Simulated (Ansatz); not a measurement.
```xyz
9

N    -0.860    1.059   -0.484
C     0.012    1.016    0.543
S     0.288    2.294    1.537
O     0.632   -0.148    0.690
Al    0.742   -1.708    0.008
H    -1.016    0.267   -1.085
H    -1.360    1.914   -0.646
H     1.736   -2.709    0.692
H    -0.175   -1.985   -1.253
```

Total charge 0; spin multiplicity 1.

**Question.** List the ωB97M-V/def2-TZVPP orbital energies in eV (Ansatz). (An estimate is asked.)

**Answer.** The calculation gave: Occupied: -2425.19, -1533.08, -526.93, -395.70, -285.47, -219.18, -162.31, -162.20, -162.10, -117.67, -77.35, -77.18, -77.11, -32.72, -28.77, -23.39, -19.86, -18.42, -17.64, -15.33, -13.93, -13.85, -12.20, -11.75, -11.27, -8.66, -8.28. Lowest empty: -0.29, 1.50, 1.82, 2.12, 2.77, 3.53, 3.94, 5.09.
